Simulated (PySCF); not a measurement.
Compound: C4H11NSi.
Z-matrix (Å and degrees, PBE0-D3(BJ)/def2-SVP geometry), rows numbered from 1:
```
C 
C   1  1.4933
C   2  1.3477  1  128.13
C   3  1.5025  2  124.85  1     0.78
Si  3  1.8734  2  118.02  1  -179.03
N   5  1.7362  3  109.27  2  -128.47
H   1  1.1030  2  110.76  3  -124.01
H   1  1.1035  2  110.44  3   118.65
H   1  1.0982  2  113.23  3    -2.33
H   2  1.0989  1  114.47  3  -179.60
H   4  1.0997  3  113.47  2    10.40
H   4  1.1017  3  110.36  2   132.30
H   4  1.1040  3  110.61  2  -110.66
H   5  1.4987  3  112.30  2   115.69
H   5  1.5040  3  106.72  2    -2.24
H   6  1.0143  5  119.62  3    62.36
H   6  1.0135  5  119.64  3  -155.41
```

The closed-shell ground state was solved at several levels (PySCF, density fitting, gas phase, non-relativistic).

| level | basis functions | total energy (Eh) | HOMO (eV) | LUMO (eV) | gap (eV) | dipole (D) |
| --- | --- | --- | --- | --- | --- | --- |
| PBE/pcSseg-1 | 164 | -502.8229 | -5.74 | -0.88 | 4.86 | 1.03 |
| PBE0/def2-SVPD | 212 | -502.6884 | -7.05 | -0.02 | 7.03 | 0.94 |

Task: Estimate the row for PBE0/pcSseg-1, a basis of 164 functions; the other rows only guide the guess.

Result: Total energy -502.8794 Eh, HOMO -7.02 eV, LUMO 0.08 eV, gap 7.10 eV, dipole 1.00 D.

Task: Over all these levels, which gives the widest orbital gap and which the narrowest?

Result: PBE0/pcSseg-1 (global hybrid, 25 % exact exchange) has the widest, 7.10 eV, and PBE/pcSseg-1 (GGA) the narrowest, 4.86 eV. The two share the basis. From the narrowest to the widest the HOMO moves by -1.28 eV and the LUMO by +0.96 eV.

Task: How far do the dipole and the HOMO energy spread over the levels?

Result: The dipole runs from 0.94 to 1.03 D (mean 0.99 D) and the HOMO from -7.05 to -5.74 eV.

One conformer stands for the species.
